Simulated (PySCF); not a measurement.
**How methods differ on the excitation energy of Ta**

Ta [Xe] 4f14 5d3 6s2 (4F) → Ta [Xe] 4f14 5d5 (6S), as a difference of total energies. Calculation: PySCF 2.14, in ANO-RCC-VTZP (8s7p5d3f2g1h, 104 functions); the spin-free X2C one-electron Hamiltonian (Gaussian nucleus). The calculations carry no spin-orbit coupling.

```json
{"method": "UHF", "excitation energy (cm⁻¹)": "24379"}
{"method": "r2SCAN0", "excitation energy (cm⁻¹)": "25557"}
{"method": "PBEsol", "excitation energy (cm⁻¹)": "22990"}
{"method": "LC-wPBE", "excitation energy (cm⁻¹)": "24158"}
```
